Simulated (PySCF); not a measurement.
Complete the spectrum of Nb(NMe)(SMe)3

Nb(NMe)(SMe)3, C4H12NNbS3 (singlet state).
SMILES: `C[N]=[Nb]([S]C)([S]C)[S]C`

The calculation used PySCF 2.14.0, density-fitted response routines, TDDFT PBE0/def2-SVPD, vertical, gas phase, core orbitals frozen in the response, def2 core potentials past Kr. Isolated species at its PBE0-D3(BJ)/def2-SVP geometry, gas phase. Spin–orbit coupling is left out.

Orbital energies (eV): HOMO-3 -7.99, HOMO-2 -7.15, HOMO-1 -7.11, HOMO -6.41, LUMO -1.65, LUMO+1 -1.50, LUMO+2 -1.46.

Lowest singlets, with some entries withheld (?).

```csv
state,ν̃ (cm⁻¹),f,"main configurations (H = HOMO, L = LUMO)"
S1,28840,0.010,"H→L (82%), H→L+2 (13%)"
S2,30220,0.019,"H→L+2 (61%), H→L+1 (19%), H→L (11%)"
S3,30800,0.033,"H→L+1 (64%), H→L+2 (18%), H-1→L (9%)"
S4,33740,0.010,H-1→L (84%)
S5,34240,0.0006,"H-2→L (54%), H-1→L+1 (41%)"
S6,?,0.0022,"H-2→L+1 (59%), H-1→L+2 (30%)"
S7,?,0.0031,H-2→L+2 (92%)
S8,?,0.045,"H-1→L+1 (38%), H-2→L (28%), H→L+4 (10%)"
S9,?,0.043,"H-1→L+2 (34%), H-2→L+1 (24%), H→L+3 (23%)"
S10,?,0.0059,"H→L+3 (35%), H-3→L (26%), H→L+4 (19%)"
```

Q: Supply the missing values.

A: 
- S6: ν̃ = 35100 cm⁻¹
- S7: ν̃ = 35350 cm⁻¹
- S8: ν̃ = 36910 cm⁻¹
- S9: ν̃ = 37450 cm⁻¹
- S10: ν̃ = 38430 cm⁻¹

Q: Where do the lowest triplets lie (Tamm–Dancoff)?

A: T1 3.23 eV, H→L (83%); T2 3.31 eV, H→L+1 (86%); T3 3.50 eV, H→L+2 (76%); T4 3.81 eV, H-1→L (68%), H-2→L+1 (11%). E(S1) − E(T1) = +0.34 eV.

Q: What is the mean static polarisability from the same response equations?

A: 176.8 au (26.20 Å³), with principal values 159.4, 182.8 and 188.2 au.

Q: How far apart are S7 and S10, in eV and cm⁻¹?

A: 4.764 − 4.383 = 0.381 eV, or about 3080 cm⁻¹.

Time: 2.4 min wall (grids of density and orbitals included); peak memory 1.6 GiB. Hardware: Intel Xeon Platinum 8375C at 2.90 GHz, one thread, no GPU, on a shared host.
